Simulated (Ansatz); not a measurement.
Cost and result for the atomization energy of CH7NSSi (`NCS[SiH3]`) (11 atoms, 10 bonds).

Z-matrix (Å, degrees):
```
C
S 1 1.833
N 1 1.438 2 108.0
H 1 1.099 2 107.9 3 -125.3
H 1 1.091 2 108.3 3 117.8
Si 2 2.124 1 99.2 3 152.9
H 3 1.012 1 111.1 2 166.9
H 3 1.011 1 111.4 2 -71.6
H 6 1.483 2 106.2 1 -176.4
H 6 1.489 2 110.7 1 -56.6
H 6 1.488 2 112.4 1 63.9
```

Charge 0, multiplicity 1. All single points use the PBE0-D4/def2-TZVP geometry. It is one conformer, not always the lowest. Program: Ansatz. All runs use 4 threads of an Intel Xeon on a shared host. Times are those of one run each, without the atoms' runs, and a repeat can differ threefold. Electronic energies, without spin–orbit coupling; frozen cores. CCSD(T)/CBS adds CCSD(T) − MP2 in def2-TZVPP to the MP2 limit, and its time is that of the two runs behind it. T1 = 0.011. B3LYP takes the VWN-RPA correlation (the form of Gaussian; ORCA's B3LYP/G). HSE06 is the plane-wave form, built on full-range PBE exchange.

CCSD(T)/CBS is a level of theory with its own doubt, some kJ/mol a heavy atom from the limit and from the frozen cores, so smaller differences don't rank the functionals.

```csv
level,functions,wall time
revPBE-D4/def2-TZVPP,244,1.6 s
BLYP-D4/def2-TZVPP,244,1.6 s
PBE0-D4/def2-TZVPP,244,2.2 s
BHLYP-D4/def2-TZVPP,244,2.3 s
CCSD(T)/def2-SVP,99,2.3 s
HSE06-D4/def2-TZVPP,244,2.6 s
B3LYP-D4/def2-TZVPP (with forces),244,3.3 s
r2SCANh-D4/def2-TZVPP,244,3.4 s
ωB97X-V/def2-TZVPP,244,5.5 s
ωB97M-V/def2-TZVPP (with forces),244,7 s
MP2/def2-QZVPP,464,15 s
CCSD(T)/def2-TZVPP,244,47 s
CCSD(T)/CBS(def2),–,61 s
```

Question: What atomization energy does each give, and how far from CCSD(T)/CBS? (Estimate.)

Answer: Computed: 
| level | atomization (kJ/mol) | difference from CCSD(T)/CBS | per bond |
| --- | --- | --- | --- |
| revPBE-D4/def2-TZVPP | 3584.3 | -30.7 | -3.1 |
| BLYP-D4/def2-TZVPP | 3601.8 | -13.2 | -1.3 |
| PBE0-D4/def2-TZVPP | 3606.0 | -9.0 | -0.9 |
| BHLYP-D4/def2-TZVPP | 3526.6 | -88.4 | -8.8 |
| CCSD(T)/def2-SVP | 3355.4 | -259.6 | -26.0 |
| HSE06-D4/def2-TZVPP | 3608.4 | -6.6 | -0.7 |
| B3LYP-D4/def2-TZVPP (with forces) | 3616.7 | 1.7 | 0.2 |
| r2SCANh-D4/def2-TZVPP | 3587.4 | -27.6 | -2.8 |
| ωB97X-V/def2-TZVPP | 3637.7 | 22.7 | 2.3 |
| ωB97M-V/def2-TZVPP (with forces) | 3630.5 | 15.5 | 1.6 |
| MP2/def2-QZVPP | 3586.8 | -28.2 | -2.8 |
| CCSD(T)/def2-TZVPP | 3505.8 | -109.2 | -10.9 |
| CCSD(T)/CBS(def2) | 3615.0 | 0.0 | 0.0 |

From PBE to PBE0 (25 % exact exchange), in def2-TZVPP and without D4, the atomization energy moves by −47.6 kJ/mol: exact exchange takes away binding that semilocal exchange gives to molecules. Leaving LDA and LC-ωPBE aside and taking each functional with its dispersion term where it has one, the values, not all of them listed here, spread over 130.5 kJ/mol, from BHLYP-D4 to PBE-D4. LDA lies +472.8 kJ/mol from PBE without D4, its usual overbinding. The D4 term adds +36.3 kJ/mol with B3LYP and +18.9 kJ/mol with PBE0; it sums over pairs of atoms, weighted by their polarisabilities, and B3LYP, whose exchange is more repulsive, gets the larger term.
